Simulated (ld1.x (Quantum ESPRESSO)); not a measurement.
Ranking ultrasoft potentials for lithium

All share these settings but for the change named:

- Element: lithium (Li)
- Generator: ld1.x (Quantum ESPRESSO) 7.5
- Type: ultrasoft
- Functional: PBE
- Relativity: scalar-relativistic
- Frozen core: none
- Valence charge: 3
- Reference configuration: 1s2 2s0 2p1
- Partial waves: 1s (bound): rcut 0.90, rcutus 1.10 bohr; 2s (bound, empty): rcut 0.90, rcutus 1.10 bohr; 2p (bound): rcut 4.10, rcutus 4.40 bohr; 2p channel at 1.5 Ry: rcut 4.10, rcutus 4.40 bohr; 3d channel at 0.05 Ry: rcut 3.00, rcutus 3.95 bohr; 3d channel at 2.05 Ry: rcut 3.00, rcutus 3.95 bohr
- Local potential: all-electron potential smoothed inside 3.70 bohr (lloc = -1)
- Core correction: none
- Augmentation charge: PSQ, inside the norm-conserving radii

Cutoff: the first of the cutoffs (Ry, on a coarse ladder) from which the occupation-weighted sum of valence levels, in a spherical-Bessel basis at the reference potential, stays within 10 and 1 mRy of its value at 400 Ry; the density cutoff is not measured.

The base gives 40 Ry.

Of 6 variants that were run, those that failed, showed a ghost or another fault, or gave nearly equal values are left out.

A variant can come out equal or close to the base.

Q: Rank these variants from softest to hardest (loose cutoff).
A. type RRKJ; waves now 1s (bound): rc 1.10 bohr; 2p (bound): rc 4.40 bohr; 3d channel at 0.05 Ry: rc 3.95 bohr; local potential the d channel
B. waves 3d channel at 0.05 Ry: rcut 3.00, rcutus 5.88 bohr; 3d channel at 2.05 Ry: rcut 3.00, rcutus 5.88 bohr
C. waves 1s (bound): rcut 0.90, rcutus 1.26 bohr; 2s (bound): rcut 0.90, rcutus 1.26 bohr

A: C (30 Ry), B (40 Ry), A (70 Ry).
